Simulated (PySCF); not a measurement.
VO₂F, SMILES [O]=[V]([F])=[O], multiplicity 1. Atoms are numbered in the order given.

```xyz
4

V     -0.0476    -0.1867     0.0000
O     -0.8687     0.1814     1.2893
O     -0.8687     0.1814    -1.2893
F      1.6660     0.1545     0.0000
```
Charge 0, spin multiplicity 1.

Geometry optimised at B3LYP-D3(BJ)/def2-SVP. The multiplicity is an assumed one; other spin states were not compared.

The numbers are results of PySCF with ωB97X/def2-TZVPD, not measurements.

Symmetry labels are those of the subgroup Cs that the program uses (full group Cs).

Computed valence orbital energies around the gap with their symmetry:
```tsv
orbital	symmetry	energy (eV)
HOMO−7	A"	-15.63
HOMO−6	A'	-15.30
HOMO−5	A'	-14.69
HOMO−4	A"	-14.26
HOMO−3	A"	-13.48
HOMO−2	A'	-13.17
HOMO−1	A'	-12.91
HOMO	A"	-11.74
LUMO	A'	-2.02
LUMO+1	A'	-1.09
LUMO+2	A"	-0.34
LUMO+3	A'	1.01
```
